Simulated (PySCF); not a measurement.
Mg(Br)2, SMILES [Mg]([Br])[Br] (Br2Mg), PBE0/def2-SVP optimised geometry.

```
3

Mg     0.00     0.00     0.00
Br    -2.34     0.00     0.00
Br     2.34     0.00     0.00
```

Density from PBE0/def2-TZVP (PySCF) at that geometry.

Minimum of the electron density along straight lines between bonded atoms, close to the bond critical point (lines longer than 1.1 times the sum of covalent radii, or with two minima, are not listed):

```tsv
bond	length / Å	ρ at the minimum / e bohr⁻³	∇²ρ there / e bohr⁻⁵	position (fraction from the first atom)
Mg1–Br2	2.341	0.047	0.22	0.38
Mg1–Br3	2.341	0.047	0.22	0.38
```
